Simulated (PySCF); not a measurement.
# Telling isomers of C4H7FO2Si2 apart by NMR

PySCF 2.14 calculation with coordinates at the GFN2-xTB level and PBE0/pcSseg-1 with gauge-including orbitals; one conformer, gas phase, non-relativistic, rapidly exchanging positions averaged.

Referencing at the same level of theory: ¹H, ¹³C against TMS. Splittings of carbon signals by F and P are missing where no couplings were computed. Where no couplings were computed, multiplicities follow the n + 1 count of equivalent neighbours, and m marks all less simple cases (inequivalent or close neighbours, rings, F or P nearby). Shifts are as computed. Against solution values, carbons near 30 ppm lie about +3 ppm off and those near 130 ppm about +5 ppm. Of 1309 compounds with measured shifts, 239 miss one by over three times the rms of a fit or turn the order of signals round; such compounds aren't used in these exercises.

(1) Tabulate the signals of `CC1=C(OC=O)[SiH2][Si@@H]1F`, `CC1=C(F)[SiH2][Si@H]1OC=O` and their relative energies.

(2) What is the quickest way to tell CC1=C(OC=O)[SiH2][Si@@H]1F from CC1=C(F)[SiH2][Si@H]1OC=O?

## Answers

(1) 
| SMILES | carbon types | δC | δH | E rel. (kcal/mol) |
| --- | --- | --- | --- | --- |
| CC1=C(OC=O)[SiH2][Si@@H]1F | 2×C 1×CH 1×CH3 | 167.5, 164.5, 163.3, 17.5 | 8.22 (s, 1H), 6.12 (m, 1H), 5.33 (m, 1H), 5.22 (m, 1H), 2.19 (s, 3H) | 0.0 |
| CC1=C(F)[SiH2][Si@H]1OC=O | 2×C 1×CH 1×CH3 | 187.9, 166.6, 154.4, 15.4 | 8.16 (s, 1H), 5.45 (m, 1H), 5.34 (m, 1H), 5.01 (m, 1H), 2.01 (s, 3H) | 14.2 |

Energies are electronic energies at PBE0/pcSseg-1 on these geometries, without zero-point or thermal terms, each for the one conformer computed, which needn't be the lowest.

(2) Both give the same number of carbon signals, with the same numbers of each carbon type, so the positions decide. The first has an alkene carbon bearing oxygen (C) at 164.5 ppm, the second a fully substituted alkene carbon (C) at 187.9 ppm. Their most deshielded carbons lie at 167.5 and 187.9 ppm.
